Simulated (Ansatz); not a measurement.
`[NH2][GaH][BH][SiH3]` + CH₃SH → `CSB[SiH3]` + `[NH2][GaH2]` at 500 K and 1 bar (cleavage of the B–Ga bond).

Computed with Ansatz on PBE0-D4/def2-TZVP structures; ΔE is electronic, products minus reactants. CCSD(T)/CBS adds triple-zeta CCSD(T) − MP2 to the extrapolated MP2 energy (def2 sets, frozen cores). This one scheme is used for every species. For Ga outer-core shells are correlated without core-valence functions, which leaves a few kJ/mol of doubt a bond. Scalar relativity is left out up to krypton. Each species was taken in one conformer, which may not be the lowest.

| species | CCSD(T)/CBS energy (Eh) | H − E (kJ/mol) | S (J/(mol·K)) |
| --- | --- | --- | --- |
| `[NH2][GaH][BH][SiH3]` | -2296.69815 | 234.2 | 456.6 |
| CH₃SH | -438.22835 | 145.1 | 283.7 |
| `CSB[SiH3]` | -753.91766 | 247.5 | 416.7 |
| `[NH2][GaH2]` | -1981.05479 | 130.3 | 302.1 |

H − E and S are ideal-gas, rigid-rotor, harmonic terms from PBE0-D4/def2-TZVP, for one conformer and one mirror image of each species. 1 Eh = 2625.50 kJ/mol, R = 8.31446 J/(mol·K).

Task: By hand: ΔE, ΔH, ΔS and ΔG.

Result: ΔE = (-753.91766) + (-1981.05479) − (-2296.69815) − (-438.22835) = -0.04595 Eh = -120.6 kJ/mol. Δ(H − E) = 247.5 + 130.3 − 234.2 − 145.1 = -1.5, so ΔH = -122.1 kJ/mol. ΔS = 416.7 + 302.1 − 456.6 − 283.7 = -21.5 J/(mol·K). ΔG = -122.1 − 500 × (-21.5)/1000 = -111.3 kJ/mol.

Task: By hand: the equilibrium constant, and the temperature at which ΔG would vanish if ΔH and ΔS stayed fixed.

Result: log₁₀ K = −ΔG/(RT ln 10) = 11.6. ΔG = 0 at ΔH/ΔS = 5679 K, far beyond where these terms or the molecules hold.

ΔH outweighs TΔS. A doubt of 5 kJ/mol in ΔE shifts log₁₀ K by 0.5 here. Other conformers and mirror images would add mixing entropy, several J/(mol·K) or more a flexible species. Modes under 60 cm⁻¹, often nearly free rotors, make the harmonic entropy too high. These are equilibria of isolated gas molecules and say nothing of rates. Largest T1 diagnostic: 0.015 (customary marks: 0.02 for closed shells, 0.045 for open ones).
